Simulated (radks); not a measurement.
Values are calculated unless marked as measured or tabulated.
Question: These are the eigenvalues of the occupied orbitals of an atom or ion with whole-number occupations (hartree). Code: a radial shooting solver on a logarithmic mesh with Libxc functionals. Model: scalar-relativistic Kohn-Sham, PBE, spin-unpolarised, spherical densities, point nucleus.

orbital  eigenvalue
1s        -1424.271
2s        -226.8418
2p        -203.3153
3s        -48.62591
3p        -41.11434
3d        -30.32543
4s         -9.92886
4p         -7.48642
4d         -3.95262
5s         -1.56961
5p         -0.96728
5d         -0.26348

Which element is it, and in what charge state? The configuration may be excited.

Answer: Z = 57, lanthanum, charge +1: La+ in [Xe] 5d2. The list shows which subshells hold electrons but not how many an open one holds; the 1s level, -1424.3 hartree, gives Z - s = 53.4 by -(Z - s)^2/2, which with screening and relativity narrows Z to a few neighbours, and the depths of the outer levels then fix element, charge and occupations together.
